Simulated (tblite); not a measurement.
C3H4BrFOSi.
Atom-mapped SMILES: `[O:1]=[C:2]([Br:3])/[C:4]([SiH3:5])=[CH:6]/[F:7]` (hydrogens: H8, H9, H10 on Si5; H11 on C6)

Computed with GFN2-xTB (tblite), gas phase: L-BFGS steps from a force-field or distance-geometry start until the largest atomic force falls under 0.01 eV/Å.

Step 7: E = -627.0442 eV
```
atom  x, y, z in Å  |  force x, y, z in eV/Å
O1     -1.3457   -1.8513   -0.3241   -0.025   0.066   0.025
C2     -1.3629   -0.7029   -0.0258   -0.090  -0.115  -0.035
Br3    -3.1626    0.0836    0.3914    0.250  -0.006  -0.031
C4     -0.2281    0.1739    0.0637    0.018  -0.055   0.000
Si5     1.4291   -0.7096   -0.3485   -0.028   0.016  -0.009
C6     -0.3148    1.4569    0.4037   -0.021   0.095   0.041
F7      0.7783    2.2054    0.4705    0.006   0.132   0.027
H8      2.4862    0.2864   -0.2132   -0.027   0.033   0.011
H9      1.3336   -1.1853   -1.7251   -0.061  -0.014   0.016
H10     1.5972   -1.7837    0.6243   -0.062  -0.018   0.001
H11    -1.2049    2.0294    0.6572    0.039  -0.133  -0.046
```

Step 8: E = -627.0478 eV
```
atom  x, y, z in Å  |  force x, y, z in eV/Å
O1     -1.3402   -1.8521   -0.3251   -0.057   0.089   0.032
C2     -1.3595   -0.7032   -0.0263   -0.112  -0.176  -0.039
Br3    -3.1482    0.0917    0.3915    0.169  -0.032  -0.028
C4     -0.2279    0.1724    0.0649    0.112   0.062   0.008
Si5     1.4276   -0.7094   -0.3485    0.032  -0.015  -0.032
C6     -0.3154    1.4568    0.4043   -0.030  -0.034   0.006
F7      0.7746    2.2062    0.4708    0.049   0.169   0.034
H8      2.4846    0.2922   -0.2114   -0.075  -0.030  -0.001
H9      1.3272   -1.1878   -1.7281   -0.045   0.015   0.089
H10     1.5911   -1.7867    0.6265   -0.056   0.030  -0.042
H11    -1.2083    2.0226    0.6553    0.012  -0.079  -0.028
```

Step 9: E = -627.0507 eV
```
atom  x, y, z in Å  |  force x, y, z in eV/Å
O1     -1.3382   -1.8532   -0.3256   -0.060   0.058   0.020
C2     -1.3594   -0.7043   -0.0270   -0.029  -0.111  -0.019
Br3    -3.1331    0.0960    0.3907    0.056  -0.031  -0.016
C4     -0.2269    0.1728    0.0662    0.145  -0.046  -0.033
Si5     1.4262   -0.7091   -0.3486    0.066  -0.033  -0.031
C6     -0.3147    1.4556    0.4046   -0.018   0.047   0.019
F7      0.7724    2.2109    0.4720    0.021   0.132   0.030
H8      2.4824    0.2961   -0.2101   -0.096  -0.065  -0.008
H9      1.3216   -1.1895   -1.7289   -0.034   0.029   0.117
H10     1.5857   -1.7886    0.6274   -0.049   0.057  -0.065
H11    -1.2105    2.0158    0.6533   -0.003  -0.037  -0.013
```

**Question.** Estimate the geometry and energy of step 10. (The exact step hangs on the optimiser's Hessian estimate; all steps are aligned on step 9, rigid shifts and turns removed.)

**Answer.** E = -627.0526 eV, largest force 0.115 eV/Å
```
atom  x, y, z in Å  |  force x, y, z in eV/Å
O1     -1.3384   -1.8540   -0.3258   -0.051  -0.010  -0.002
C2     -1.3596   -0.7056   -0.0275    0.063  -0.008   0.003
Br3    -3.1220    0.0979    0.3898   -0.031  -0.018  -0.003
C4     -0.2244    0.1721    0.0665    0.112  -0.003  -0.024
Si5     1.4263   -0.7093   -0.3491    0.058  -0.036  -0.014
C6     -0.3137    1.4558    0.4051    0.029  -0.018  -0.008
F7      0.7710    2.2164    0.4733   -0.018   0.085   0.025
H8      2.4794    0.2975   -0.2095   -0.076  -0.059  -0.010
H9      1.3174   -1.1902   -1.7274   -0.026   0.021   0.090
H10     1.5813   -1.7888    0.6268   -0.038   0.047  -0.058
H11    -1.2119    2.0107    0.6517   -0.023  -0.001   0.001
```

The energy changes by -0.0020 eV. The first-order estimate −F·Δx gives -0.0028 eV and the mean of the old and new forces, exact on a quadratic surface, -0.0019 eV. The step makes an angle of 59° with the force vector and moves no atom by more than 0.011 Å.
